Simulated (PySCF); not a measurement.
**Two-dimensional NMR puzzle**

Compound of formula C₈H₁₀O₃. Correlations simulated from computed shifts and the bond graph:

HSQC (one-bond C–H):
```csv
δH,δC
7.45,162.6
6.11,132.8
4.01,51.3
3.99,27.5
3.46,57.4
2.27,29.6
2.19,29.6
2.13,27.5
```

COSY cross peaks (H two or three bonds apart, from the bond graph; peaks can be absent where the dihedral angle is near 90°):
```csv
δH,δH
7.45,6.11
7.45,3.99
7.45,2.13
3.99,2.27
3.99,2.19
3.99,2.13
3.46,2.27
3.46,2.19
2.27,2.19
2.27,2.13
2.19,2.13
```

HMBC (two and three bonds, from the bond graph):
```csv
δH,δC
7.45,"195.9, 132.8, 29.6, 27.5"
6.11,"195.9, 162.6, 57.4, 27.5"
4.01,176.7
3.99,"162.6, 132.8, 57.4, 29.6"
3.46,"195.9, 176.7, 132.8, 29.6, 27.5"
2.27,"195.9, 176.7, 162.6, 57.4, 27.5"
2.19,"195.9, 176.7, 162.6, 57.4, 27.5"
2.13,"162.6, 132.8, 57.4, 29.6"
```

Carbons without hydrogens: δ 195.9, 176.7.

A single conformation, equivalent nuclei averaged, isolated molecule, relativity neglected. Structure optimised with GFN2-xTB; shielding tensors at PBE0/pcSseg-1 (GIAO); PySCF.

Scale: $^{1}$H (σ = 31.72 ppm) and $^{13}$C (σ = 186.93 ppm) vs TMS (reference shieldings calculated alike).

Exchangeable hydrogens are left out of these lists.

Work out the connectivity.

## Answers

`[C@H]1(C(OC)=O)CCC=CC1=O`.

Atom-mapped SMILES (the numbers label the heavy atoms): `[CH3:1][O:2][C:3](=[O:4])[C@H:5]1[CH2:6][CH2:7][CH:8]=[CH:9][C:10]1=[O:11]`. Each H is labelled by its parent atom. Ha(C6), Ha(C7) are cis to C3 on the ring; Hb(C6), Hb(C7) are trans to C3 on the ring.

- δC 195.9 is C10, a ketone carbonyl carbon.
- δC 176.7 is C3, an ester carbonyl carbon.
- δC 162.6 is C8, a β carbon of a C=C–C=O unit (δH 7.45).
- δC 132.8 is C9, an α carbon of a C=C–C=O unit (δH 6.11).
- δC 57.4 is C5, an sp3 CH α to a carbonyl (δH 3.46).
- δC 51.3 is C1, a methyl carbon bonded to O (δH 4.01).
- δC 29.6 is C6, an sp3 CH2 in a ring (δH 2.27, 2.19).
- δC 27.5 is C7, an allylic sp3 CH2 (δH 3.99, 2.13).
- HMBC from δH 7.45 reaches the proton-free carbon C10.
- HMBC from δH 6.11 reaches the proton-free carbon C10.
- HMBC from δH 4.01 reaches the proton-free carbon C3.
- HMBC from δH 3.46 reaches the proton-free carbons C10, C3.
- COSY links 7.45–6.11, 7.45–3.99, 7.45–2.13, 3.99–2.27, 3.99–2.19, 3.99–2.13.

The shifts were computed for this structure.

Shifts are as computed. Against solution values, carbons near 30 ppm lie about +3 ppm off and those near 130 ppm about +5 ppm. Of 1211 compounds with measured shifts, 218 miss one by over three times the rms of a fit or turn the order of signals round; such compounds aren't used in these exercises.
